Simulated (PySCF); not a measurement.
# Energy and ionisation energy along a bond of AlClH

Calculated results; nothing here was measured. The program is PySCF 2.14.0, an open-source quantum chemistry code, run on an isolated molecule that a program drew, which may never have been made. The molecule is AlClH (charge 0, doublet), drawn as the SMILES string `[AlH][Cl]`.

The structure below is the HF double-zeta minimum with every atom moved a little at random, so it isn't optimised. Bond Al1-H3 is then set to each length in the table by shifting atom 3 along it, with nothing else relaxed.
```xyz
3
AlClH, angstrom
Al   -0.7806    1.2048    0.7405
Cl   -2.1163    2.4955    1.9123
H     0.6003    1.7571    0.4641
```

E is the energy above the same method's energy at the HF double-zeta minimum. IE is the energy to remove one electron at fixed geometry, to the singlet state of charge +1, as a difference of total energies. The basis family is cc-pV(n+d)Z, with UHF for radicals and no spin-orbit coupling. Best is HF at quadruple zeta, plus MP2 correlation extrapolated from triple and quadruple zeta, plus CCSD(T) minus MP2 at triple zeta, with a frozen core. The other columns are at triple zeta.

```
bond (Å),E wB97X (kcal/mol),E HF (kcal/mol),E CCSD(T) (kcal/mol),E best (kcal/mol),IE wB97X (eV),IE HF (eV),IE CCSD(T) (eV),IE best (eV),T1
1.4067,7.56,7.15,7.48,7.62,8.347,8.233,8.276,8.336,0.013
1.5127,2.11,1.82,1.97,2.09,8.407,8.291,8.323,8.382,0.013
1.5447,1.43,1.22,1.28,1.41,8.425,8.308,8.337,8.396,0.013
1.6097,?,?,?,?,?,?,?,?,?
1.6837,2.03,2.35,1.85,2.06,8.510,8.388,8.393,8.452,0.014
```

T1 is the CCSD diagnostic of the starting molecule.

**Estimate the best E and IE at 1.6097 Å from the other rows.**

A cubic in the inverse of the bond length through the other values of E best gives 1.08 kcal/mol there. A least-squares quadratic in the bond length through IE best gives 8.423 eV. The calculation gives 1.08 kcal/mol and 8.423 eV, so the fits miss by 0.00 kcal/mol and 0.000 eV. The same recipe one zeta lower moves these two values by 0.23 kcal/mol and 0.05 eV, a gauge of their own error. The rest of the row: E is 1.09 (wB97X), 1.09 (HF), 0.92 (CCSD(T)); IE is 8.464 (wB97X), 8.345 (HF), 8.364 (CCSD(T)); T1 is 0.014.
